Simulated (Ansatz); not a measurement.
```yaml
crystal:
  periodic: [false, false, false]
  atoms:
    - {symbol: Ge, position_ang: [0.005906, -2.822780, 0.003896]}
    - {symbol: Ge, position_ang: [-0.002766, -0.006357, -2.823596]}
    - {symbol: Ge, position_ang: [-2.824809, -0.004453, 0.000894]}
    - {symbol: Ge, position_ang: [0.001405, 0.004965, 2.823664]}
    - {symbol: Ge, position_ang: [-0.004088, 2.822328, -0.001483]}
    - {symbol: Ge, position_ang: [2.822458, 0.005894, -0.003160]}
    - {symbol: Ge, position_ang: [-1.414703, -1.420329, -1.411252]}
    - {symbol: Ge, position_ang: [1.418171, -1.408903, 1.416070]}
    - {symbol: Ge, position_ang: [1.409381, 1.415127, -1.419122]}
    - {symbol: Ge, position_ang: [-1.418359, 1.413914, 1.414163]}
    - {symbol: H, position_ang: [0.898238, -3.737015, -0.886681]}
    - {symbol: H, position_ang: [-0.878894, -3.744293, 0.894409]}
    - {symbol: H, position_ang: [0.889430, -0.897700, -3.737214]}
    - {symbol: H, position_ang: [-0.893102, 0.878169, -3.745526]}
    - {symbol: H, position_ang: [-3.743566, -0.892986, 0.890527]}
    - {symbol: H, position_ang: [-3.741744, 0.883778, -0.890963]}
    - {symbol: H, position_ang: [-0.883577, -0.885084, 3.745437]}
    - {symbol: H, position_ang: [0.890075, 0.899639, 3.737429]}
    - {symbol: H, position_ang: [-0.892798, 3.744195, -0.887676]}
    - {symbol: H, position_ang: [0.888534, 3.736203, 0.889234]}
    - {symbol: H, position_ang: [3.740787, -0.884514, -0.891396]}
    - {symbol: H, position_ang: [3.739639, 0.899452, 0.883097]}
    - {symbol: H, position_ang: [-2.314665, -2.325500, -2.310016]}
    - {symbol: H, position_ang: [2.322267, -2.307170, 2.317603]}
    - {symbol: H, position_ang: [2.307346, 2.317736, -2.322452]}
    - {symbol: H, position_ang: [-2.320573, 2.315673, 2.314117]}
basis:
  gaussian: {orbitals: cc-pVTZ-DK, fitting: {mean_field: def2-universal-jkfit}}
hamiltonian: {xc: {name: PBE0}, dispersion: d3bjatm, pseudopotentials: {relativity: scalar}}
scf: {omitted_lower_state_checks: [starts]}
output: {forces: true}
```

```sh
$ ansatz run in.yaml --threads 2 --pin off --events-out ev --progress --plain --max-ram 32768MiB --backend cuda --devices 0, --max-vram 18GiB
```

It prints (some lines left out):

```
Functional definition: PBE0
2948 factors; integrals over basis functions are off by at most 1.1e0 eV
mean field evaluation 1: about -571311.3193 eV, gradient 3.8e1 eV
mean field evaluation 2: about -571312.2635 eV, gradient 2.8e1 eV
mean field evaluation 4: about -571312.8837 eV, gradient 2.1e0 eV
mean field evaluation 8: about -571312.8682 eV, gradient 6.2e-2 eV
mean field -571312.86818300 eV, -20995.3606559546 hartree, gradient 2.5e-5 eV, S^2 0.000000; 0 other end points of the search recorded, 0 dependent functions left out
reference -571312.86824113 eV, -20995.3606580909 hartree; 168, 168 occupied and 486, 486 virtual orbitals, 2948 factors
Total energy: -571314.13770810 eV, -20995.4073101413 hartree
Relativity: scalar
Atom 0 at     0.005906    -2.822780     0.003896 Å, force     0.001606    -0.146922    -0.000473 eV/Å
Atom 1 at    -0.002766    -0.006357    -2.823596 Å, force     0.000530    -0.001265    -0.147030 eV/Å
Atom 2 at    -2.824809    -0.004453     0.000894 Å, force    -0.146970     0.000306    -0.000829 eV/Å
Atom 3 at     0.001405     0.004965     2.823664 Å, force     0.000740     0.000861     0.146965 eV/Å
Atom 4 at    -0.004088     2.822328    -0.001483 Å, force     0.001096     0.147218     0.001083 eV/Å
Atom 5 at     2.822458     0.005894    -0.003160 Å, force     0.146701     0.000093    -0.000416 eV/Å
Atom 6 at    -1.414703    -1.420329    -1.411252 Å, force    -0.056986    -0.057835    -0.057721 eV/Å
Atom 7 at     1.418171    -1.408903     1.416070 Å, force     0.057988    -0.057889     0.057312 eV/Å
Atom 8 at     1.409381     1.415127    -1.419122 Å, force     0.057653     0.058114    -0.056590 eV/Å
Atom 9 at    -1.418359     1.413914     1.414163 Å, force    -0.056502     0.058062     0.057147 eV/Å
Atom 10 at     0.898238    -3.737015    -0.886681 Å, force    -0.199699     0.212386     0.198982 eV/Å
Atom 11 at    -0.878894    -3.744293     0.894409 Å, force     0.197288     0.215216    -0.198783 eV/Å
Atom 12 at     0.889430    -0.897700    -3.737214 Å, force    -0.199223     0.199910     0.212164 eV/Å
Atom 13 at    -0.893102     0.878169    -3.745526 Å, force     0.198593    -0.197608     0.215060 eV/Å
Atom 14 at    -3.743566    -0.892986     0.890527 Å, force     0.214319     0.198760    -0.198199 eV/Å
Atom 15 at    -3.741744     0.883778    -0.890963 Å, force     0.212934    -0.198699     0.199036 eV/Å
Atom 16 at    -0.883577    -0.885084     3.745437 Å, force     0.197179     0.199012    -0.214876 eV/Å
Atom 17 at     0.890075     0.899639     3.737429 Å, force    -0.198370    -0.200453    -0.212240 eV/Å
Atom 18 at    -0.892798     3.744195    -0.887676 Å, force     0.198244    -0.215312     0.197371 eV/Å
Atom 19 at     0.888534     3.736203     0.889234 Å, force    -0.199931    -0.211974    -0.199290 eV/Å
Atom 20 at     3.740787    -0.884514    -0.891396 Å, force    -0.213692     0.199350     0.198132 eV/Å
Atom 21 at     3.739639     0.899452     0.883097 Å, force    -0.213669    -0.200243    -0.197539 eV/Å
Atom 22 at    -2.314665    -2.325500    -2.310016 Å, force     0.200302     0.201855     0.200145 eV/Å
Atom 23 at     2.322267    -2.307170     2.317603 Å, force    -0.201445     0.200273    -0.200279 eV/Å
Atom 24 at     2.307346     2.317736    -2.322452 Å, force    -0.199776    -0.201651     0.200989 eV/Å
Atom 25 at    -2.320573     2.315673     2.314117 Å, force     0.201091    -0.201564    -0.200122 eV/Å
Dipole moment:    -0.001415    -0.000183     0.000030 e Å
Checks for a lower state left out: starts
```

Hardware: 2 threads of AMD EPYC 7R13 on a shared host and a share (18 GiB) of an NVIDIA H100 80GB HBM3. Wall time 29 s, peak host memory 2.2 GiB.

DK, ANO-RCC and x2c sets are all-electron and run with scalar relativity unless a key says otherwise.
